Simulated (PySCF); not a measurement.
CH4O2Se, SMILES CO[Se]O. Atoms are numbered in the order given.

```xyz
8

Se    -0.2789    -0.0558     0.6149
O     -1.2624     1.1193    -0.3520
H     -0.9721     2.0099    -0.0991
O      1.2434    -0.1175    -0.3531
C      1.1778    -0.8413    -1.5759
H      0.4851    -0.3622    -2.2885
H      2.1933    -0.8294    -2.0015
H      0.8613    -1.8880    -1.4211
```
Charge 0, spin multiplicity 1.

The structure is a stationary point at B3LYP-D3(BJ)/def2-SVP. The structure was generated by enumeration, and PubChem lists no compound with its InChIKey, so it may never have been made. Other conformers were not sampled.

Two levels are set side by side: PBE/pcSseg-1 (PySCF) and B3LYP/pcSseg-1 (PySCF). GIAO shifts against H2O (¹⁷O), Me2Se (⁷⁷Se), TMS (¹H), TMS (¹³C) at the same level; non-relativistic, no solvent, atoms listed together averaged. Differences are taken from unrounded values.

```tsv
quantity	B3LYP
δ(⁷⁷Se) of Se1 (ppm)	2337.5
δ(¹⁷O) of O2 (ppm)	96.1
δ(¹H) of H3 (ppm)	5.04
δ(¹⁷O) of O4 (ppm)	129.4
δ(¹³C) of C5 (ppm)	68.6
```

Q: What does PBE give, and how far is it from B3LYP? (The exact figures need the calculation; the answer reports its results.)

A: 
```json
[
 {"quantity": "δ(⁷⁷Se) of Se1 (ppm)", "PBE": "2344.2", "PBE minus B3LYP": "6.7"},
 {"quantity": "δ(¹⁷O) of O2 (ppm)", "PBE": "112.3", "PBE minus B3LYP": "16.2"},
 {"quantity": "δ(¹H) of H3 (ppm)", "PBE": "5.09", "PBE minus B3LYP": "0.05"},
 {"quantity": "δ(¹⁷O) of O4 (ppm)", "PBE": "150.1", "PBE minus B3LYP": "20.8"},
 {"quantity": "δ(¹³C) of C5 (ppm)", "PBE": "69.1", "PBE minus B3LYP": "0.6"}
]
```

Rough cost on one machine, each run with all the roots and properties that it gave: B3LYP against PBE within a factor of 2.
